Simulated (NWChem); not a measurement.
The numbers come from NWChem runs, not from measurements. System: BO, charge 0, spin multiplicity 2, at a geometry optimised with UB3LYP/def2-SVP. The structure started from a generated list of species. Its SCF solution wasn't tested for a lower state. Level: UPBE/def2-SVP.

The NWChem input:

```
start mol
memory heap 200 mb stack 900 mb global 1100 mb
geometry units angstroms nocenter noautoz
  B      0.000000     0.000000     0.740548
  O      0.000000     0.000000    -0.462842
  symmetry group C2v
end
basis spherical
  * library def2-svp
end
dft
  xc xpbe96 cpbe96
  odft
  mult 2
  semidirect memsize 60000000 filesize 0
  iterations 100
end
task dft energy
```

Output (cleaned and shortened):

```
             Northwest Computational Chemistry Package (NWChem) 7.3.0
             --------------------------------------------------------

                                NWChem Input Module
                                -------------------

 Scaling coordinates for geometry "geometry" by  1.889725989
 (inverse scale =  0.529177249)

 Turning off AUTOSYM since
 SYMMETRY directive was detected!

                             Geometry "geometry" -> ""
                             -------------------------

 Output coordinates in angstroms (scale by  1.889725989 to convert to a.u.)

  No.       Tag          Charge          X              Y              Z
 ---- ---------------- ---------- -------------- -------------- --------------
    1 B                    5.0000     0.00000000     0.00000000     0.74054800
    2 O                    8.0000     0.00000000     0.00000000    -0.46284200

 Effective nuclear repulsion energy (a.u.)      17.5895511513

            Nuclear Dipole moment (a.u.)
            ----------------------------
        X                 Y               Z
 ---------------- ---------------- ----------------
     0.0000000000     0.0000000000     0.0000075589

      Symmetry information
      --------------------

 Group name             C2v
 Group number             16
 Group order               4
 No. of unique centers     2

      Symmetry unique atoms

     1    2


 Summary of "ao basis" -> "" (spherical)
 ------------------------------------------------------------------------------
       Tag                 Description            Shells   Functions and Types
 ---------------- ------------------------------  ------  ---------------------
 *                          def2-svp                  on all atoms

  pbe96 is a nonlocal functional; adding pw91lda local functional.

                                 NWChem DFT Module
                                 -----------------

 Summary of "ao basis" -> "ao basis" (spherical)
 ------------------------------------------------------------------------------
       Tag                 Description            Shells   Functions and Types
[...]
    19      0.571812  2 O  py                22      0.349142  2 O  py
     5     -0.294831  1 B  py                 8      0.112309  1 B  py
    11     -0.050684  1 B  d -1

 Vector    7  Occ=0.000000D+00  E=-1.943093D-01  Symmetry=a1
              MO Center= -2.4D-16, -2.5D-16,  1.1D+00, r^2= 1.4D+00
   Bfn.  Coefficient  Atom+Function         Bfn.  Coefficient  Atom+Function
  ----- ------------  ---------------      ----- ------------  ---------------
     3      0.538494  1 B  s                  6     -0.424056  1 B  pz
     2      0.362270  1 B  s                 20     -0.199385  2 O  pz
     1      0.185969  1 B  s                  9      0.133070  1 B  pz
    16     -0.072887  2 O  s                 23     -0.058311  2 O  pz
    12     -0.051363  1 B  d  0              15     -0.031114  2 O  s

 Vector    8  Occ=0.000000D+00  E=-2.742207D-03  Symmetry=b1
              MO Center=  1.8D-16, -1.8D-32,  6.2D-01, r^2= 2.1D+00
   Bfn.  Coefficient  Atom+Function         Bfn.  Coefficient  Atom+Function
  ----- ------------  ---------------      ----- ------------  ---------------
     7      0.636017  1 B  px                 4     -0.543251  1 B  px
    21     -0.399026  2 O  px                18     -0.373733  2 O  px

 Vector    9  Occ=0.000000D+00  E=-2.742207D-03  Symmetry=b2
              MO Center= -1.8D-32,  2.0D-16,  6.2D-01, r^2= 2.1D+00
   Bfn.  Coefficient  Atom+Function         Bfn.  Coefficient  Atom+Function
  ----- ------------  ---------------      ----- ------------  ---------------
     8      0.636017  1 B  py                 5     -0.543251  1 B  py
    22     -0.399026  2 O  py                19     -0.373733  2 O  py

   alpha - beta orbital overlaps
   -----------------------------

   alpha      1      2      3      4      5      6      7      8      9     10
    beta      1      2      3      4      6      5      7      9      8     10
 overlap   1.000  1.000  1.000  0.981  0.998  0.998  0.974  0.996  0.996  0.995

   alpha     11     12     13     14     15     16     17     18     19     20
    beta     11     13     12     14     15     19     18     17     16     21
 overlap   0.996  0.999  0.999  0.994  0.999  1.000  1.000  1.000  1.000  0.998

   alpha     21     22     23     24     25     26     27     28
    beta     22     20     23     24     25     26     27     28
 overlap   0.998  1.000  0.999  1.000  1.000  1.000  1.000  1.000

     --------------------------
     Expectation value of S2:
     --------------------------
      <S2> =      0.7595 (Exact =     0.7500)

 center of mass
 --------------
 x =   0.00000000 y =   0.00000000 z =   0.05247064

 moments of inertia (a.u.)
 ------------------
          33.722575220064           0.000000000000           0.000000000000
           0.000000000000          33.722575220064           0.000000000000
           0.000000000000           0.000000000000           0.000000000000

     Multipole analysis of the density
     ---------------------------------

     L   x y z        total         alpha         beta         nuclear
     -   - - -        -----         -----         ----         -------
     0   0 0 0     -0.000000     -7.000000     -6.000000     13.000000

     1   1 0 0     -0.000000     -0.000000     -0.000000      0.000000
     1   0 1 0     -0.000000     -0.000000     -0.000000      0.000000
     1   0 0 1      0.723707     -0.907998      1.631697      0.000008

     2   2 0 0     -7.715209     -4.597230     -3.117979      0.000000
     2   1 1 0     -0.000000     -0.000000     -0.000000      0.000000
     2   1 0 1     -0.000000     -0.000000      0.000000      0.000000
     2   0 2 0     -7.715209     -4.597230     -3.117979      0.000000
     2   0 1 1     -0.000000     -0.000000      0.000000      0.000000
     2   0 0 2     -7.649210    -15.221056     -8.340239     15.912086

 Task  times  cpu:        0.4s     wall:        0.4s

 Total times  cpu:        0.5s     wall:        0.5s
```
